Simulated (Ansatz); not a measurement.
Mulliken charges of BFH4SeSi, SMILES `B[SiH](F)[SeH]` from ωB97M-V/def2-TZVPP in Ansatz (PBE0-D4/def2-TZVP geometry).

| atom | x (Å) | y (Å) | z (Å) | charge (e) |
| --- | --- | --- | --- | --- |
| B1 | -0.940 | 0.636 | 0.051 | -0.387 |
| Si2 | 0.971 | 0.380 | 0.113 | 0.450 |
| F3 | 1.766 | -0.312 | 1.312 | -0.296 |
| Se4 | -0.371 | -1.262 | -1.010 | -0.062 |
| H5 | -1.293 | 1.353 | -0.841 | 0.105 |
| H6 | -1.661 | 0.374 | 0.964 | 0.108 |
| H7 | 1.985 | 0.865 | -0.850 | -0.018 |
| H8 | -0.364 | -2.090 | 0.205 | 0.101 |

Question: By hand: the dipole of these point charges (1 e Å = 4.8032 D).

Answer: Σ q r = (-0.087, 0.051, -0.243) e Å, of length 0.263 e Å = 1.26 D.

Question: How does the dipole of the full density compare? (Estimate.)

Answer: The calculation gave: (0.154, -0.073, -0.104) e Å, 0.96 D; the point charges give 1.31 times that, at 81° from its direction.

Point charges leave out the atoms' own dipoles, such as those of lone pairs, and Mulliken's split depends on the basis, so the two needn't agree.
